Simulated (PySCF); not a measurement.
# Excitation energy of Sb⁺ by level of theory

Sb⁺ [Kr] 4d10 5s2 5p2 (3P) → Sb⁺ [Kr] 4d10 5s2 5p1 5d1 (high-spin determinant), as a difference of total energies. All numbers are calculated (PySCF 2.14, scalar relativity by spin-free X2C-1e, in aug-cc-pVTZ-DK3). Correlated levels: valence: [Kr] 4d10 frozen. The calculations carry no spin-orbit coupling.

| method | excitation energy (cm⁻¹) |
| --- | --- |
| UHF | 76432 |
| LDA | 72205 |
| PBE | 70632 |
| PBE0 | 72948 |
| r2SCAN | 74104 |
| B3LYP | 72167 |
| wB97X | 75930 |
| B2PLYP | 73359 |
| TPSSh | 72640 |
| MP2 (valence) | 75176 |
| SCS-MP2 (valence) | 75166 |

A first-order spin-orbit estimate (lowest level to lowest level, LS coupling) adds 0.095 eV.

The promoted electron is Rydberg-like, and one or two diffuse shells describe it only roughly, which tends to raise the upper state.

The determinant of the upper state mixes LS terms, which raises its energy above the lowest term, most at the Hartree-Fock and MP2 levels.
